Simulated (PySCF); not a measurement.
# [Eu(H2O)6]3+ at several levels of theory

Computed with PySCF 2.14.0 (density fitting, no spin-orbit coupling) at the geometry relaxed with PBE:

```xyz
19
[Eu(H2O)6]3+ (singlet in the valence; each metal's 4f electrons, 6 of them, lie in its core potential, out of spins and levels)
Eu    0.0000    0.0000    0.0000
O     0.0000    0.0000    2.4029
H     0.7761   -0.0012    3.0133
H    -0.7761    0.0012    3.0133
O     0.0000    0.0000   -2.4029
H     0.7761    0.0012   -3.0133
H    -0.7761   -0.0012   -3.0133
O     2.4033    0.0000    0.0000
H     3.0138   -0.7756   -0.0013
H     3.0138    0.7756    0.0013
O     0.0000    2.4026    0.0000
H     0.0027    3.0130    0.7761
H    -0.0027    3.0130   -0.7761
O    -2.4033    0.0000    0.0000
H    -3.0138    0.7756   -0.0013
H    -3.0138   -0.7756    0.0013
O     0.0000   -2.4026    0.0000
H    -0.0027   -3.0130    0.7761
H     0.0027   -3.0130   -0.7761
```

```tsv
level	basis	state	HOMO (eV)	gap (eV)	charge on Eu1 (e)	population of f-type functions on Eu1 (polarisation alone where 4f lies in the core)	dipole about the centre of mass (D)	largest force component (eV/Å)
PBE	Eu lcecp-1-SVP with ECP52, O def2-SVP, H def2-SVP	singlet	-20.60	6.71	1.16	0.07	0.00	0.01
HF	the same	singlet	-27.44	18.14	1.88	0.05	0.00	1.98
CAM-B3LYP	the same	singlet	-24.04	12.31	1.33	0.07	0.00	0.42
revPBE	the same	singlet	-20.56	6.76	1.22	0.07	0.00	0.17
PBE	Eu lcecp-1-TZVP with ECP52, O def2-TZVP, H def2-TZVP	singlet	-20.73	6.78	1.87	0.09	0.00	0.34
```

In the lcecp rows the 4f levels are missing from HOMO and gap, and the state counts the valence alone.

Charges are Mulliken's, which hang on the basis. The relaxation used the grid (50, 194), these runs (75, 302) or, all-electron (x2c bases, spin-free X2C Hamiltonian), (99, 590).

Question: What does M06-L with Eu lcecp-1-SVP with ECP52, O def2-SVP, H def2-SVP give here?

Answer: state singlet, HOMO (eV) -21.09, gap (eV) 7.53, charge on Eu1 (e) 1.56, population of f-type functions on Eu1 (polarisation alone where 4f lies in the core) 0.06, dipole about the centre of mass (D) 0.00, largest force component (eV/Å) 0.53. Time: 23 s on 4 threads of Arm Neoverse V2, with other jobs on the host, from an already converged density.

In the first row's basis the gap widens with exact exchange: 6.7 to 7.5 eV for PBE, revPBE, M06-L (none); 12.3 to 18.1 eV for CAM-B3LYP, Hartree–Fock (rising or full at long range).

An lcecp potential fixes the number of 4f electrons, so in runs with it no electron can move into or out of that shell.
